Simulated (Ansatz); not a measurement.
Wavefunction ladder for C$_{2}$H$_{10}$Ga$_{2}$O$_{2}$, SMILES `[CH3][Ga@H-]1[OH+][Ga@@H-]([CH3])[OH+]1`

Cartesian coordinates in Å:
```
C 0.218 -1.303 -2.071
Ga -1.215 -0.523 -0.992
O -0.847 -0.918 0.905
Ga -0.188 0.877 1.389
C 1.763 0.803 1.510
O -0.677 1.303 -0.474
H 0.108 -2.387 -2.144
H 0.214 -0.894 -3.084
H 1.189 -1.088 -1.619
H -2.772 -0.537 -1.205
H -1.620 -1.193 1.401
H -1.242 1.549 2.341
H 2.171 0.245 0.665
H 2.081 0.310 2.432
H 2.195 1.806 1.498
H -1.380 1.951 -0.552
```

Total charge 0; spin multiplicity 1. Correlated methods include outer-core shells of Ga, which these sets cover unevenly. Scalar relativity is left out up to krypton. The geometry is a stationary point of PBE0-D4/def2-TZVP. Frozen core, restricted reference, Ansatz 0.2.0.

```
     basis      HF (Eh)  MP2 corr.
  def2-SVP  -4077.23032   -1.11909
def2-TZVPP  -4078.00367   -1.32962
def2-QZVPP  -4078.09479   -1.88650
```

Problem. Estimate the CCSD correlation energy and the (T) correction in each basis where they were run (hartree).

Solution. 
```csv
basis,CCSD corr.,(T)
def2-SVP,-1.15186,-0.03251
def2-TZVPP,-1.35943,-0.05185
```
